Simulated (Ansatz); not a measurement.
Molecule: sum formula ZrOF₂ (charge 0, singlet). 
Structure (B3LYP-D3(BJ)/def2-TZVP (Ansatz, a program for electronic structure) minimum search):
```
Zr
O 1 1.7491
F 1 1.9461 2 112.03
F 1 1.9461 2 112.03 3 -138.72
```
Charge 0, spin multiplicity 1.

Basis-set convergence of Hartree-Fock and CCSD(T) correlation energies (hartree) with Ansatz. Cores are frozen in the correlated levels unless marked. Spin-orbit coupling is left out. The frozen core is the preceding noble-gas configuration, with the filled d and f shells of earlier blocks. Past Kr the def2 sets carry scalar-relativistic core potentials.

| basis | functions | E(HF) | E(corr, CCSD(T)) | rough core time |
|---|---|---|---|---|
| def2-SVPD | 103 | -320.24332 | -0.72477 | under 20 s |
| def2-TZVPPD | 176 | ? | ? | 50 s |

**Question.** Fill in the missing entries.

**Answer.** 
- def2-TZVPPD, E(HF): -320.58632
- def2-TZVPPD, E(corr, CCSD(T)): -0.89790
